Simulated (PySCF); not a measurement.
Compound: C6H6FNO2.
SMILES with atom numbers: `[N:1]#[C:2][C@@H:3]1[O:4][CH2:5][C@@:6]12[CH2:7][O:8][C@H:9]2[F:10]`

Cartesian coordinates in Å at the GFN2-xTB level; atoms count from 1:
```xyz
16
C6H6FNO2 angstrom
N      1.5501   -1.4798   -2.5285
C      1.4327   -0.8499   -1.5837
C      1.3182   -0.0983   -0.3491
O      1.6648   -0.8884    0.7967
C      0.3296   -0.8609    1.2987
C     -0.1065    0.1038    0.1978
C     -0.6883    1.4825    0.5219
O     -1.9138    1.1318   -0.1369
C     -1.3955   -0.0736   -0.6120
F     -1.1991   -0.0306   -1.9626
H      1.9244    0.8144   -0.4201
H      0.2861   -0.4707    2.3186
H     -0.1424   -1.8475    1.2536
H     -0.1925    2.3229    0.0285
H     -0.8460    1.7001    1.5800
H     -2.0296   -0.9469   -0.4143
```

Probes without a nucleus sit at each ring's centroid and 1 Å off its mean plane on both sides; NICS is minus the shielding there, NICSzz its component along the normal. Level: GIAO PBE0/pcSseg-1 (PySCF, non-relativistic, gas phase) on the GFN2-xTB geometry, one conformer.

Ring bond lengths (Å), with Mayer bond orders in brackets: C3–O4 1.434 (0.94), O4–C5 1.427 (0.92), C5–C6 1.527 (0.98), C6–C3 1.539 (0.94); C6–C7 1.531 (0.99), C7–O8 1.435 (0.91), O8–C9 1.395 (1.01), C9–C6 1.533 (0.94).

Give the NICS values of each ring in ppm.

```json
{"ring": "C3–O4–C5–C6", "type": "4-membered ring with O; formal bonds all single", "NICS(0)": "-1.5", "NICS(1), two faces": "0.0 / 0.8", "NICS(1)zz, two faces": "2.9 / 5.2", "rms pucker (Å)": "0.04", "centre to ring atoms, mean (Å)": "1.05"}
{"ring": "C6–C7–O8–C9", "type": "4-membered ring with O; formal bonds all single", "NICS(0)": "-1.2", "NICS(1), two faces": "0.6 / -1.2", "NICS(1)zz, two faces": "5.9 / 2.2", "rms pucker (Å)": "0.04", "centre to ring atoms, mean (Å)": "1.04"}
```

What do they say, and how far can they be read as aromaticity?

- C3–O4–C5–C6: mean NICS(1)zz 4.0 ppm, deshielded. C3, C5, C6 have four or more neighbours, so the value isn't read as a sign of a π ring current.
- C6–C7–O8–C9: mean NICS(1)zz 4.0 ppm, deshielded. C6, C7, C9 have four or more neighbours, and the NICS criterion for π rings isn't applied. The two faces differ by 3.7 ppm, so no symmetry operation interchanges them.

What is the mean of the two in-plane components of NICS at the first NICS(1) probe listed for ring C3–O4–C5–C6, 1 Å off the ring?

The isotropic value is a third of the trace: (3 × 0.0 − (2.9))/2 = -1.4 ppm.

How shielded are the nuclei of the rings and their hydrogens (means over atoms taken as equivalent)?

```tsv
atoms	environment	σ isotropic (ppm)	principal values of the symmetric part, first atom (ppm)
C3	sp3 carbon bound to oxygen	115.7	90.0, 102.2, 154.8
O4	cyclic ether oxygen	311.6	250.4, 310.8, 373.8
C5	sp3 carbon bound to oxygen	108.1	83.3, 89.1, 151.8
C6	sp3 carbon at a ring junction	136.1	117.5, 143.6, 147.2
C7	sp3 carbon bound to oxygen	106.4	85.1, 86.9, 147.3
O8	cyclic ether oxygen	246.2	159.6, 253.6, 325.5
C9	sp3 C–F carbon	67.2	47.6, 73.8, 80.2
H11	methine hydrogen	26.83	24.1, 26.4, 30.0
H12	methylene hydrogen	26.92	24.1, 25.7, 31.0
H13	methylene hydrogen	26.55	23.8, 25.5, 30.3
H14	methylene hydrogen	26.63	23.8, 25.7, 30.4
H15	methylene hydrogen	26.92	24.2, 26.1, 30.5
H16	methine hydrogen	25.64	22.4, 26.2, 28.4
```
